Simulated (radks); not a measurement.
Values are calculated unless marked as measured or tabulated.
Question: These are the eigenvalues of the occupied orbitals of an atom or ion with whole-number occupations (hartree). Code: a radial shooting solver on a logarithmic mesh with Libxc functionals. Model: Dirac Kohn-Sham, BLYP, spin-unpolarised, spherical densities, point nucleus.

| orbital | eigenvalue |
|---|---|
| 1s1/2 | -2322.132 |
| 2s1/2 | -395.5570 |
| 2p1/2 | -377.5551 |
| 2p3/2 | -336.4698 |
| 3s1/2 | -90.11273 |
| 3p1/2 | -82.15597 |
| 3p3/2 | -73.39324 |
| 3d3/2 | -59.89716 |
| 3d5/2 | -57.98404 |
| 4s1/2 | -18.43301 |
| 4p1/2 | -15.19503 |
| 4p3/2 | -13.20014 |
| 4d3/2 | -7.88019 |
| 4d5/2 | -7.51617 |
| 5s1/2 | -2.86845 |
| 5p1/2 | -1.96936 |
| 5p3/2 | -1.71163 |
| 4f5/2 | -1.01003 |
| 4f7/2 | -0.95393 |
| 6s1/2 | -0.65016 |

Which element is it, and in what charge state? The configuration may be excited. Open shells, if any, fill j = l - 1/2 first.

Answer: Z = 71, lutetium, charge +2: Lu2+ in [Xe] 4f14 6s1. The list shows which subshells hold electrons but not how many an open one holds; the 1s level, -2322.1 hartree, gives Z - s = 68.1 by -(Z - s)^2/2, which with screening and relativity narrows Z to a few neighbours, and the depths of the outer levels then fix element, charge and occupations together.
